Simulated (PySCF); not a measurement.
## Bi: ionisation energy

Bi [Xe] 4f14 5d10 6s2 6p3 (4S) → Bi⁺ [Xe] 4f14 5d10 6s2 6p2 (3P), as a difference of total energies. Calculation: PySCF 2.14, in aug-cc-pwCVTZ-DK3 (11s10p8d5f1g, 125 functions); the spin-free X2C one-electron Hamiltonian (Gaussian nucleus). Correlated levels: valence: [Xe] 4f14 5d10 frozen; valence and next inner shell: [Kr] 4d10 4f14 frozen. The calculations carry no spin-orbit coupling.

| method | ionisation energy (eV) | difference from reference (eV) |
| --- | --- | --- |
| UHF | 8.212 | +0.926 |
| LDA | 8.764 | +1.478 |
| PBE | 8.572 | +1.286 |
| PBE0 | 8.644 | +1.358 |
| r2SCAN | 8.764 | +1.478 |
| MP2 (valence) | 8.569 | +1.283 |
| SCS-MP2 (valence) | 8.454 | +1.168 |
| MP2 (valence and next inner shell) | 8.754 | +1.468 |
| SCS-MP2 (valence and next inner shell) | 8.570 | +1.284 |

Reference: 7.286 eV (measured; NIST Atomic Spectra Database, ionization energies).

Spin-orbit coupling is strong in these open shells (close to jj coupling). The scalar numbers leave it out and a first-order estimate fails, so it can dominate the gap to the real levels.

Errors of the correlated levels include the incompleteness of this basis and the frozen core.
